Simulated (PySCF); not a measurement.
PySCF input file for C3H3N2, SMILES C1N=C[N]C=1, multiplicity 2, TDA-ωB97X/def2-SVPD. The structure is a stationary point at PBE-D3(BJ)/def2-SVP. The isomer is the one that the SMILES or the coordinates give; other isomers of the formula were not compared.

```python
import numpy as np
from pyscf import gto, scf, dft, tdscf

mol = gto.M(
    atom='''
    C    -0.00000000   -0.74219638   -0.87888037
    C     0.00000000    0.74219674   -0.87888008
    N    -0.00000000    1.17374469    0.37475334
    C     0.00000000   -0.00000022    1.09872034
    N     0.00000000   -1.17374485    0.37475287
    H    -0.00000000   -1.42105682   -1.74614937
    H     0.00000000    1.42105751   -1.74614880
    H     0.00000000   -0.00000044    2.19999535
    ''',
    basis='def2-SVPD',
    charge=0,
    spin=1,
    max_memory=1600,
    verbose=4,
)
mf = dft.UKS(mol, xc='wb97x').density_fit(auxbasis='def2-universal-jkfit')
mf.grids.level = 3
mf.conv_tol = 1e-9
mf.max_cycle = 100
mf.kernel()
fine, coarse = mf.grids, dft.Grids(mol).set(level=1).build(with_non0tab=True)
for _ in range(3):  # follow internal instabilities
    mf.grids = coarse
    mo, _, stable, _ = mf.stability(return_status=True, nroots=4)
    mf.grids = fine
    if stable:
        break
    mf.kernel(mf.make_rdm1(mo, mf.mo_occ))
mf.grids = dft.Grids(mol).set(level=1).build(with_non0tab=True)  # coarser grid for the response kernel
td = tdscf.TDA(mf)
td.nstates = 10
td.conv_tol = 1e-4
td.positive_eig_threshold = 1e-6
td.kernel(x0=td.get_init_guess(mf, 15))
td.analyze()
```

Log of the run:

```
PySCF version 2.14.0

[INPUT] verbose = 4
[INPUT] num. atoms = 8
[INPUT] num. electrons = 35
[INPUT] charge = 0
[INPUT] spin (= nelec alpha-beta = 2S) = 1
[INPUT] symmetry False subgroup None
[INPUT] Mole.unit = angstrom
[INPUT] Symbol           X                Y                Z      unit          X                Y                Z       unit  Magmom
[INPUT]  1 C      0.000000000000  -0.742196380000  -0.878880370000 AA    0.000000000000  -1.402547888844  -1.660843195556 Bohr   0.0
[INPUT]  2 C      0.000000000000   0.742196740000  -0.878880080000 AA    0.000000000000   1.402548569145  -1.660842647536 Bohr   0.0
[INPUT]  3 N      0.000000000000   1.173744690000   0.374753340000 AA    0.000000000000   2.218056004263   0.708181176866 Bohr   0.0
[INPUT]  4 C      0.000000000000  -0.000000220000   1.098720340000 AA    0.000000000000  -0.000000415740   2.076280530089 Bohr   0.0
[INPUT]  5 N      0.000000000000  -1.173744850000   0.374752870000 AA    0.000000000000  -2.218056306619   0.708180288695 Bohr   0.0
[INPUT]  6 H      0.000000000000  -1.421056820000  -1.746149370000 AA    0.000000000000  -2.685408197245  -3.299744081882 Bohr   0.0
[INPUT]  7 H      0.000000000000   1.421057510000  -1.746148800000 AA    0.000000000000   2.685409501156  -3.299743004738 Bohr   0.0
[INPUT]  8 H      0.000000000000  -0.000000440000   2.199995350000 AA    0.000000000000  -0.000000831479   4.157388686817 Bohr   0.0

nuclear repulsion = 151.998656990192
number of shells = 52
number of NR pGTOs = 180
number of NR cGTOs = 124
basis = def2-SVPD
ecp = {}


******** <class 'pyscf.df.df_jk.DFUKS'> ********
method = DFUKS
initial guess = minao
damping factor = 0
level_shift factor = 0
DIIS = <class 'pyscf.scf.diis.CDIIS'>
diis_start_cycle = 1
diis_space = 8
diis_damp = 0
SCF conv_tol = 1e-09
SCF conv_tol_grad = None
SCF max_cycles = 100
direct_scf = False
number electrons alpha = 18  beta = 17
XC library pyscf.dft.libxc version 7.1.2
    S. Lehtola, C. Steigemann, M. J. T. Oliveira, and M. A. L. Marques,  SoftwareX 7, 1–5 (2018)
XC functionals = wb97x
    J.-D. Chai and M. Head-Gordon,  J. Chem. Phys. 128, 084106 (2008)
radial grids:
    Treutler-Ahlrichs [JCP 102, 346 (1995); DOI:10.1063/1.469408] (M4) radial grids

becke partition: Becke, JCP 88, 2547 (1988); DOI:10.1063/1.454033
pruning grids: <function nwchem_prune>
grids dens level: 3
symmetrized grids: False
atomic radii adjust function: <function treutler_atomic_radii_adjust>
small_rho_cutoff = 0
Set gradient conv threshold to 3.16228e-05
tot grids = 99584
******** <class 'pyscf.df.df.DF'> ********
auxbasis = def2-universal-jkfit
Create RSH-DF object <pyscf.df.df.DF object> for omega=0.3
******** <class 'pyscf.df.df.DF'> ********
auxbasis = auxmol.basis = def2-universal-jkfit
init E= -226.188603542461
  alpha nocc = 18  HOMO = -0.198985273049946  LUMO = 0.0207735315842101
  beta  nocc = 17  HOMO = -0.326083268847924  LUMO = -0.198985273049946

WARN: HOMO -0.198985273049946 >= LUMO -0.198985273049946

cycle= 1 E= -225.272382074635  delta_E= 0.916  |g|= 0.354  |ddm|= 2.79
  alpha nocc = 18  HOMO = -0.350069469508294  LUMO = 0.0870664475468219
  beta  nocc = 17  HOMO = -0.347886512680184  LUMO = -0.129867318524103
  HOMO = -0.34788651268  LUMO = -0.129867318524  gap/eV = 5.93260
cycle= 2 E= -225.291534606087  delta_E= -0.0192  |g|= 0.346  |ddm|= 0.905
  alpha nocc = 18  HOMO = -0.365289824627509  LUMO = 0.0994942507228558
  beta  nocc = 17  HOMO = -0.401481380076496  LUMO = -0.0889345471567795
  HOMO = -0.365289824628  LUMO = -0.0889345471568  gap/eV = 7.52001
cycle= 3 E= -225.339465328456  delta_E= -0.0479  |g|= 0.037  |ddm|= 0.452
  alpha nocc = 18  HOMO = -0.360813372481368  LUMO = 0.100738385829192
  beta  nocc = 17  HOMO = -0.394223345778065  LUMO = -0.0797655335146152
  HOMO = -0.360813372481  LUMO = -0.0797655335146  gap/eV = 7.64770
cycle= 4 E= -225.340552175575  delta_E= -0.00109  |g|= 0.0228  |ddm|= 0.101
  alpha nocc = 18  HOMO = -0.364581349087417  LUMO = 0.101507291318198
  beta  nocc = 17  HOMO = -0.399164087034093  LUMO = -0.0799804824966155
  HOMO = -0.364581349087  LUMO = -0.0799804824966  gap/eV = 7.74438
cycle= 5 E= -225.341035090576  delta_E= -0.000483  |g|= 0.00963  |ddm|= 0.0412
  alpha nocc = 18  HOMO = -0.365809148221095  LUMO = 0.101110925411349
  beta  nocc = 17  HOMO = -0.399973438192999  LUMO = -0.0791901351965918
  HOMO = -0.365809148221  LUMO = -0.0791901351966  gap/eV = 7.79930
cycle= 6 E= -225.341212170228  delta_E= -0.000177  |g|= 0.0048  |ddm|= 0.0232
  alpha nocc = 18  HOMO = -0.365793743470169  LUMO = 0.101208567384691
  beta  nocc = 17  HOMO = -0.399599532827394  LUMO = -0.0775373619528206
  HOMO = -0.36579374347  LUMO = -0.0775373619528  gap/eV = 7.84386
cycle= 7 E= -225.341285502462  delta_E= -7.33e-05  |g|= 0.00211  |ddm|= 0.0174
  alpha nocc = 18  HOMO = -0.366446287635905  LUMO = 0.101150222515809
  beta  nocc = 17  HOMO = -0.400326841228025  LUMO = -0.0774383082927033
  HOMO = -0.366446287636  LUMO = -0.0774383082927  gap/eV = 7.86431
cycle= 8 E= -225.341298719573  delta_E= -1.32e-05  |g|= 0.000474  |ddm|= 0.00981
  alpha nocc = 18  HOMO = -0.366396094018199  LUMO = 0.101163331941089
  beta  nocc = 17  HOMO = -0.400277146394455  LUMO = -0.0773258657650846
  HOMO = -0.366396094018  LUMO = -0.0773258657651  gap/eV = 7.86600
cycle= 9 E= -225.341299407294  delta_E= -6.88e-07  |g|= 0.000186  |ddm|= 0.00304
  alpha nocc = 18  HOMO = -0.366421496401594  LUMO = 0.10115996720182
  beta  nocc = 17  HOMO = -0.400277694419266  LUMO = -0.0773345529067004
  HOMO = -0.366421496402  LUMO = -0.0773345529067  gap/eV = 7.86646
cycle= 10 E= -225.341299532776  delta_E= -1.25e-07  |g|= 8.8e-05  |ddm|= 0.000845
  alpha nocc = 18  HOMO = -0.366419425133964  LUMO = 0.101160722590195
  beta  nocc = 17  HOMO = -0.400271070966737  LUMO = -0.0773223484077539
  HOMO = -0.366419425134  LUMO = -0.0773223484078  gap/eV = 7.86673
cycle= 11 E= -225.341299571195  delta_E= -3.84e-08  |g|= 2.7e-05  |ddm|= 0.000447
  alpha nocc = 18  HOMO = -0.366424280819793  LUMO = 0.101158807398946
  beta  nocc = 17  HOMO = -0.400270095159856  LUMO = -0.0773243199590024
  HOMO = -0.36642428082  LUMO = -0.077324319959  gap/eV = 7.86681
cycle= 12 E= -225.341299574655  delta_E= -3.46e-09  |g|= 5.31e-06  |ddm|= 0.000181
  alpha nocc = 18  HOMO = -0.366424301693233  LUMO = 0.101158923901682
  beta  nocc = 17  HOMO = -0.400271153851015  LUMO = -0.0773236140828115
  HOMO = -0.366424301693  LUMO = -0.0773236140828  gap/eV = 7.86683
cycle= 13 E= -225.341299574704  delta_E= -4.85e-11  |g|= 2.72e-06  |ddm|= 2.33e-05
  alpha nocc = 18  HOMO = -0.366424738116137  LUMO = 0.101158756471865
  beta  nocc = 17  HOMO = -0.400270333430178  LUMO = -0.0773240360962002
  HOMO = -0.366424738116  LUMO = -0.0773240360962  gap/eV = 7.86683
Extra cycle  E= -225.341299574707  delta_E= -3.18e-12  |g|= 2.48e-06  |ddm|= 6.81e-06
converged SCF energy = -225.341299574707  <S^2> = 0.77487536  2S+1 = 2.0247226
tot grids = 33200
uhf_internal: lowest eigs of H = [0.13537462 0.16838377 0.20263592 0.30707047]
<class 'pyscf.df.df_jk.DFUKS'> wavefunction is stable in the internal stability analysis
tot grids = 33200
Overwritten attributes  positive_eig_threshold  of <class 'pyscf.tdscf.uks.TDA'>


******** <class 'pyscf.tdscf.uks.TDA'> for <class 'pyscf.df.df_jk.DFUKS'> ********
nstates = 10
deg_eia_thresh = 1.000e-03
wfnsym = None
conv_tol = 0.0001
eigh lindep = 1e-12
eigh level_shift = 0
eigh max_cycle = 100


Excitation energies (eV)
[2.35670831 2.36012256 2.84027329 5.3175351  5.49433139 6.14820044
 6.3198476  6.33116309 6.3764689  6.4238067 ]

** Excitation energies and oscillator strengths **
Excited State   1:      2.35671 eV    526.09 nm  f=0.0000
      17b ->   18b     -0.99090
Excited State   2:      2.36012 eV    525.33 nm  f=0.0000
      16b ->   18b      0.98133
Excited State   3:      2.84027 eV    436.52 nm  f=0.0001
      15b ->   18b     -0.98697
      17b ->   21b      0.11415
Excited State   4:      5.31754 eV    233.16 nm  f=0.0041
      16a ->   19a     -0.37387
      18a ->   20a      0.46634
      13b ->   18b      0.76042
      16b ->   21b     -0.21359
Excited State   5:      5.49433 eV    225.66 nm  f=0.0019
      14b ->   18b     -0.98269
Excited State   6:      6.14820 eV    201.66 nm  f=0.0000
      15a ->   19a     -0.40154
      17a ->   20a      0.80680
      12b ->   18b      0.19978
      15b ->   21b     -0.14953
      17b ->   20b     -0.30897
Excited State   7:      6.31985 eV    196.18 nm  f=0.0270
      12a ->   20a      0.11911
      16a ->   19a      0.59536
      18a ->   20a      0.71694
      13b ->   20b      0.16116
      16b ->   21b      0.24542
Excited State   8:      6.33116 eV    195.83 nm  f=0.0362
      16a ->   20a     -0.49007
      18a ->   19a      0.81225
      13b ->   21b      0.11489
      16b ->   18b      0.13752
      16b ->   20b      0.18224
Excited State   9:      6.37647 eV    194.44 nm  f=0.0000
      17a ->   20a     -0.17278
      12b ->   18b      0.96198
      14b ->   21b      0.11224
Excited State  10:      6.42381 eV    193.01 nm  f=0.0046
      15a ->   20a      0.53379
      17a ->   19a     -0.77204
      15b ->   20b     -0.21348
      17b ->   21b     -0.19375

** Transition electric dipole moments (AU) **
state          X           Y           Z        Dip. S.      Osc.
  1        -0.0000      0.0000     -0.0000      0.0000      0.0000
  2         0.0000     -0.0147     -0.0000      0.0002      0.0000
  3        -0.0307     -0.0000      0.0000      0.0009      0.0001
  4         0.0000      0.0000     -0.1769      0.0313      0.0041
  5        -0.1195      0.0000     -0.0000      0.0143      0.0019
  6         0.0000     -0.0000      0.0000      0.0000      0.0000
  7        -0.0000     -0.0000      0.4179      0.1746      0.0270
  8         0.0000     -0.4832     -0.0000      0.2335      0.0362
  9         0.0000     -0.0000      0.0000      0.0000      0.0000
 10        -0.1710      0.0000     -0.0000      0.0292      0.0046

** Transition velocity dipole moments (imaginary part, AU) **
state          X           Y           Z        Dip. S.      Osc.
  1        -0.0000      0.0000      0.0000      0.0000      0.0000
  2         0.0000     -0.0110     -0.0000      0.0001      0.0009
  3        -0.0101     -0.0000      0.0000      0.0001      0.0006
  4         0.0000     -0.0000      0.0050      0.0000      0.0001
  5        -0.0411      0.0000      0.0000      0.0017      0.0056
  6         0.0000     -0.0000      0.0000      0.0000      0.0000
  7         0.0000     -0.0000      0.0283      0.0008      0.0023
  8         0.0000     -0.0405     -0.0000      0.0016      0.0047
  9         0.0000     -0.0000      0.0000      0.0000      0.0000
 10         0.0205     -0.0000     -0.0000      0.0004      0.0012

** Transition magnetic dipole moments (imaginary part, AU) **
state          X           Y           Z
  1         0.0000     -0.0000      0.1383
  2        -0.8064      0.0000      0.0000
  3        -0.0000      0.0762      0.0000
  4         0.0000      0.0000     -0.0000
  5        -0.0000     -0.1038     -0.0000
  6        -0.0000     -0.0000      0.6455
  7        -0.0000      0.0000      0.0000
  8        -0.2473      0.0000     -0.0000
  9        -0.0000      0.0000     -0.1367
 10        -0.0000      0.1682      0.0000
```

The calculation finished and met its thresholds.

Cost: around 4 core-minutes (rough).
